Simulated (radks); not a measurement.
Radial electron density D(r) = 4 pi r^2 rho(r) of an atom or ion with 61 electrons. All-electron calculation, scalar-relativistic Kohn-Sham, PBE, spin-polarised, spherical densities, point nucleus. Program: a radial shooting solver on a logarithmic mesh with Libxc functionals.

```
   r/bohr * D(r) (the largest magnitude, 104, reaches the edge; | marks zero)
 0.001122 | *
 0.001521 |   *
 0.002078 |     *
 0.002817 |        *
 0.003848 |             *
 0.005215 |                    *
 0.007124 |                            *
 0.009733 |                                    *
  0.01319 |                                         *
  0.01802 |                                          *
  0.02442 |                                      *
  0.03337 |                                     *
  0.04522 |                                            *
  0.06178 |                                                      *
   0.0844 |                                                     *
   0.1144 |                                           *
   0.1563 |                                            *
   0.2118 |                                                *
   0.2893 |                               *
   0.3921 |                  *
   0.5357 |                      *
   0.7318 |                *
   0.9918 |       *
    1.355 |    *
    1.836 |  *
    2.509 |*
      3.4 |*
    4.645 *
    6.346 *
      8.6 *
    11.75 *
```

What is the nuclear charge?

Answer. Z = 61. The innermost maximum, from 1s, lies near gamma/Z bohr with gamma = sqrt(1 - (Z/c)^2) = 0.895, here 0.0147 bohr (found: 0.0161), and its height grows with Z. The density is that of neutral promethium in [Xe] 4f4 5d2 6s1; the configuration itself is not fixed sharply by these data, and Z only to a few units. D(r) has 4 maxima, at r = 0.0161, 0.0713, 0.200, 0.553 bohr, and minima at 0.0308, 0.132, 0.402 bohr, inside which lie 1.94, 11.18, 29.19 electrons.
